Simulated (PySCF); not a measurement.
## Worked example: oscillator strength and radiative lifetime

CH6ClNO2Si, SMILES NC[Si](O)(O)Cl.

The structure is a stationary point at B3LYP-D3(BJ)/def2-SVP. This is a generated structure with no PubChem entry under its InChIKey; it may be hypothetical. Other conformers were not sampled.

TDA-PBE0/def2-SVPD in PySCF puts the first singlet state with f over 0.02 at 6.30 eV (vertical), with the transition dipole (0.403, -0.096, -0.359) in atomic units.

Task: Find the oscillator strength, the wavelength and the radiative lifetime that this transition would have in vacuum if emission retraced absorption.

Result: 
|μ|² = 0.3005 au, so |μ| = 1.39 D. ΔE = 6.30/27.211 = 0.2315 hartree. f = (2/3) ΔE |μ|² = 0.046 (the program prints 0.046).
λ = 1239.84/6.30 = 197 nm; ν = 50813 cm⁻¹.
Einstein's coefficient A = 0.6670 ν² f s⁻¹ (ν in cm⁻¹) = 8.0e7 s⁻¹, so τ = 1/A = 13 ns. This state is S2; the lower singlet has f = 0.008. The figure is the radiative limit of this one transition; relaxation, internal conversion, crossing to triplets and a medium change what is measured.
